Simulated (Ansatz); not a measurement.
Abridged output of a molecular run in Ansatz:

```
Functional definition: HF
1600 factors; integrals over basis functions are off by at most 1.1e-3 eV
mean field evaluation 1: about -57127.3925 eV, gradient 3.9e1 eV
mean field evaluation 2: about -57127.6568 eV, gradient 3.9e1 eV
mean field evaluation 4: about -57131.3889 eV, gradient 7.2e0 eV
mean field evaluation 8: about -57131.4579 eV, gradient 4.2e-1 eV
mean field -57131.45852390 eV, -2099.5423756600 hartree, gradient 1.9e-6 eV, S^2 0.000000; 0 other end points of the search recorded, 0 dependent functions left out
16 core orbitals not correlated: weight in the atoms' cores, before any rotation towards them, 1.000 or more for the frozen orbitals, at most 0.000 for the correlated occupied ones
reference -57131.45852390 eV, -2099.5423756600 hartree; 15, 15 occupied and 235, 235 virtual orbitals, 1600 factors
second order -26.16988972 eV of doubles, -0.00000000 eV of singles
cycle   1  -25.00192519 eV  change     1.2e0 eV  update   1.3e-1
cycle   2  -25.76190962 eV  change   -7.6e-1 eV  update   5.3e-2
cycle   3  -25.95103793 eV  change   -1.9e-1 eV  update   2.2e-2
cycle   4  -25.92607242 eV  change    2.5e-2 eV  update   6.2e-3
cycle   5  -25.91968923 eV  change    6.4e-3 eV  update   2.5e-3
cycle   6  -25.92149107 eV  change   -1.8e-3 eV  update   8.6e-4
cycle   7  -25.92129311 eV  change    2.0e-4 eV  update   3.0e-4
cycle   8  -25.92093457 eV  change    3.6e-4 eV  update   9.5e-5
cycle   9  -25.92097026 eV  change   -3.6e-5 eV  update   3.2e-5
cycle  10  -25.92101519 eV  change   -4.5e-5 eV  update   1.3e-5
cycle  11  -25.92098688 eV  change    2.8e-5 eV  update   5.3e-6
perturbative correction -0.91853221 eV, -0.0337554362 hartree
Total energy: -57158.29804300 eV, -2100.5287097943 hartree
```

Its atoms:

Cartesian coordinates in Å:
```
C -2.432 -0.604 -0.454
Zn -0.515 -0.522 -0.162
C 1.410 -0.458 0.129
Al 2.040 1.314 0.515
H -2.915 -1.239 0.294
H -2.660 -1.015 -1.441
H -2.882 0.390 -0.392
H 1.847 -0.866 -0.790
H 1.594 -1.156 0.955
H 2.451 2.300 -0.667
H 2.064 1.855 2.012
```

(1) Which basis set was used?
A. def2-SVPD
B. def2-TZVPP
C. def2-QZVPP
D. cc-pV(D+d)Z

(2) Write the keys of the input that set method, charge and spin (a neutral closed shell needs none for the last two).

Results:

(1) B. It gives 266 functions.

(2) 
```yaml
correlation: {method: ccsd_t, frozen_orbitals: {Al: 5, C: 1, H: 0, Zn: 9}}
```
